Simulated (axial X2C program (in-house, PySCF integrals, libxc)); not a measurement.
MgI⁻: cheaper levels and CCSD(T), with spin–orbit coupling

Calculated with an in-house relativistic program for diatomic molecules. Two-component (2c) means X2C with spin–orbit coupling and atomic mean-field two-electron Coulomb and Gaunt terms. Basis: I dyall-acv3z [12s13p9d5f1g], Mg dyall-av3z [10s9p6d4f] (cores contracted in-house); Gaussian nuclei, density fitting, unrestricted open shells. Masses: I 126.904 u, Mg 23.985 u.

State: Ω = 0 (closed shell); fragments I- + Mg.

```tsv
level	Re (Å)	ωe (cm⁻¹)	De (eV)
PBE0	2.911	165.5	0.753
HF	2.979	143.5	0.517
MP2	2.902	168.2	0.741
CCSD	2.915	162.6	0.727
LDA	2.858	176.1	0.904
```

Correlated methods: 10 electrons correlated (number of frozen shells: I 4 s, 3 p, 2 d; Mg 2 s, 1 p), 354 virtual spin orbitals or spinors in MP2, 90 natural virtuals in coupled cluster.

CCSD(T), same Hamiltonian and basis:

Re = 2.906 Å, ωe = 166.2 cm⁻¹, De = 0.76 eV; T1 = 0.013 (Lee–Taylor normalisation).

(1) Give the differences from CCSD(T) in the columns below.

Occupations by symmetry block were frozen at the best pattern of an incomplete PBE0 search. De is counted from the lowest determinant-based energies of the atoms at the same level, without counterpoise correction. Coupled cluster ran in a truncated set of natural virtual spinors; the MP2 energy of the rest was added. (T) has no such correction and the atoms are truncated less, which lowers De at CCSD(T) by a hundredth of an eV or more. The highest occupied level of some functionals is positive through self-interaction error; at Hartree–Fock it is bound. Hartree–Fock gets electron affinities wrong, so its lowest charge split need not be the true one.

Answers

(1) 

| level | ΔRe (Å) | Δωe (cm⁻¹) | ΔDe (eV) |
| --- | --- | --- | --- |
| PBE0 | 0.005 | -0.7 | -0.01 |
| HF | 0.073 | -22.7 | -0.24 |
| MP2 | -0.004 | 2.0 | -0.02 |
| CCSD | 0.009 | -3.6 | -0.03 |
| LDA | -0.048 | 9.9 | 0.14 |
